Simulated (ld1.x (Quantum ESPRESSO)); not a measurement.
## u(r) = r·R(r): atom against pseudo-atom (oxygen (O))

Columns: radius, all-electron u(r) and pseudo u(r) of the 2s shell (level -31.21 eV) of oxygen in the configuration [He] 2s2 2p3.5; Wu–Cohen, non-relativistic, PAW scheme, ld1.x (Quantum ESPRESSO) 7.5.

| r (bohr) | all-electron | pseudo |
| --- | --- | --- |
| 0.075 | 0.4082 | -0.1543 |
| 0.150 | 0.3784 | -0.3039 |
| 0.225 | 0.1734 | -0.4442 |
| 0.300 | -0.0804 | -0.5716 |
| 0.375 | -0.3238 | -0.6831 |
| 0.450 | -0.5317 | -0.7768 |
| 0.525 | -0.6964 | -0.8520 |
| 0.600 | -0.8180 | -0.9087 |
| 0.675 | -0.9006 | -0.9478 |
| 0.750 | -0.9499 | -0.9707 |
| 0.825 | -0.9722 | -0.9790 |
| 0.900 | -0.9730 | -0.9742 |
| 0.975 | -0.9575 | -0.9575 |
| 1.050 | -0.9298 | -0.9298 |
| 1.125 | -0.8934 | -0.8934 |
| 1.200 | -0.8513 | -0.8513 |
| 1.275 | -0.8054 | -0.8054 |
| 1.350 | -0.7575 | -0.7575 |
| 1.425 | -0.7090 | -0.7090 |
| 1.500 | -0.6607 | -0.6607 |
| 1.575 | -0.6135 | -0.6135 |
| 1.650 | -0.5679 | -0.5679 |
| 1.725 | -0.5241 | -0.5241 |
| 1.800 | -0.4825 | -0.4825 |
| 1.875 | -0.4431 | -0.4431 |
| 1.950 | -0.4062 | -0.4062 |

(1) How many radial nodes do the two functions have?

(2) At about which radius was the pseudo-wave matched?

(3) Is the pseudo-wave norm-conserving?

Results:

(1) The all-electron 2s function has n − l − 1 = 1; the pseudo-wave has 0, since the states of the same l below it are removed with the core.

(2) 1.00 bohr, where the columns begin to agree (steps of 0.07 bohr).

(3) No, it belongs to a PAW set: the norm inside the radius is not constrained, and the difference is carried by the augmentation charge.
